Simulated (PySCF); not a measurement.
InSe⁺ at UHF

Level: UHF. PySCF, scalar-relativistic core potentials, basis sets In def2-SVP with ECP28, Se def2-SVP.

```
state                                                                                                              : ³Σ⁻ (triplet), unpaired electrons π ↑↑
bond length                                                                                                        : 3.439 Å
harmonic wavenumber                                                                                                : 71.4 cm⁻¹
force constant                                                                                                     : 0.141 mdyn/Å
rotational constant Be                                                                                             : 0.03024 cm⁻¹
anharmonicity ωexe                                                                                                 : 0.462 cm⁻¹
vibration–rotation constant αe                                                                                     : 0.000229 cm⁻¹
well depth De to In⁺ + Se                                                                                          : 0.40 eV
dissociation energy D0                                                                                             : 0.40 eV
bond order (Mayer)                                                                                                 : 0.23
dipole moment (positive dipole points towards Se; it is taken about the centre of mass and depends on that origin) : -3.75 D
```

These are scalar-relativistic numbers at best; spin–orbit coupling would shift them, the dissociation energy most. For an ion De counts to the pair picked by the measured ionisation energies or electron affinities, which need not be the lowest pair at this level. Hartree–Fock leaves out correlation, which carries a large part of most bond energies and some tenths to 1 eV of ionisation energies. The state is the lowest determinant that a PBE0 search found; another state may lie lower at other levels.
